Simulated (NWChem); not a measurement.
**Atomisation of H3OSi**

SMILES: [O][SiH3]
```xyz
5

O     -0.0619     1.1936     0.0000
Si     0.0053    -0.4738     0.0000
H      1.5191    -0.6568     0.0000
H     -0.5492    -1.1297    -1.2383
H     -0.5492    -1.1297     1.2383
```
Charge 0, spin multiplicity 2.

Program: NWChem. Structure: optimised with UPBE/def2-SVP, a minimum by its harmonic frequencies.

Basis set: def2-TZVP. The atomisation energy is electronic alone: no zero-point, thermal, spin-orbit or counterpoise terms. No value is extrapolated to the basis-set limit. Free atoms are single determinants with multiplicities O 3, Si 3, H 2.

B3LYP has NWChem's definition, with VWN1-RPA local correlation. The structure started from a generated list of species. The unpaired electrons of the parent sit in orbitals of symmetry a' (Cs labels of the run); other states weren't searched. No SCF solution was tested for a lower state.

Problem. For the atomisation energy, B3LYP gives 336.0 kcal/mol and PBE0 gives 328.9 kcal/mol. What do BHandHLYP, PBE give?

Solution. BHandHLYP: 328.2 kcal/mol; PBE: 335.7 kcal/mol.
